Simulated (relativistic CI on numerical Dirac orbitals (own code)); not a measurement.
Rh⁴⁺: L-alpha,beta X-ray emission

Computed with this model: Dirac-Coulomb-Breit CI, KLI orbitals optimised for each configuration, QED by a radiative potential, valence Slater integrals scaled by 0.8, multiplet model of X-ray emission after core ionisation; configurations [Kr] 4d5 → [He] 2s2 2p5 3s2 3p6 3d10 4s2 4p6 4d5 → [Ar] 3d9 4s2 4p6 4d5; 80 K; Lorentzian 1.4 eV and Gaussian 0.6 eV FWHM. Energies are those of the free ion, without screening or charge transfer. S is read from ⟨S²⟩ = S(S + 1).

Computed curve for free ion, scaled to 100 at the maximum (points under 2 are left out and the grid is thinned):

Energy (eV), Intensity and a bar:
```
   2686.2        2.1 
   2686.8        2.4 
   2687.2        2.4 
   2687.8        2.1 
   2690.4        2.1 
   2691.0        2.6 
   2691.4        3.0 
   2692.0        3.9 #
   2692.4        4.8 #
   2693.0        6.7 #
   2693.6        9.3 ##
   2694.0       10.6 ###
   2694.6       12.1 ###
   2695.0       12.9 ###
   2695.6       13.7 ####
   2696.0       14.4 ####
   2696.6       18.0 #####
   2697.2       28.5 ########
   2697.6       44.0 #############
   2698.2       82.6 #########################
   2698.6      100.0 ##############################
   2699.2       79.3 ########################
   2699.6       52.1 ###############
   2700.2       25.2 #######
   2700.6       16.5 ####
   2701.2        9.8 ##
   2701.8        6.4 #
   2702.2        5.1 #
   2702.8        3.7 #
   2703.2        3.1 
   2703.8        2.4 
   2704.2        2.1 
   2828.2        2.9 
   2828.6        4.1 #
   2829.2        5.4 #
   2829.8        4.3 #
   2830.2        3.2 
   2830.8        2.4 
   2831.2        2.3 
   2831.8        2.5 
   2832.2        3.0 
   2832.8        3.9 #
   2833.2        4.6 #
   2833.8        6.3 #
   2834.4        9.6 ##
   2834.8       12.4 ###
   2835.4       17.2 #####
   2835.8       21.1 ######
   2836.4       30.4 #########
   2836.8       38.7 ###########
   2837.4       42.0 ############
   2838.0       28.0 ########
   2838.4       17.9 #####
   2839.0        9.2 ##
   2839.4        6.3 #
   2840.0        4.1 #
   2840.4        3.4 
   2841.0        2.8 
   2841.4        2.5 
   2842.0        2.0
```

The ground state has S = 2.49, and the centroid lies at 2745.20 eV.
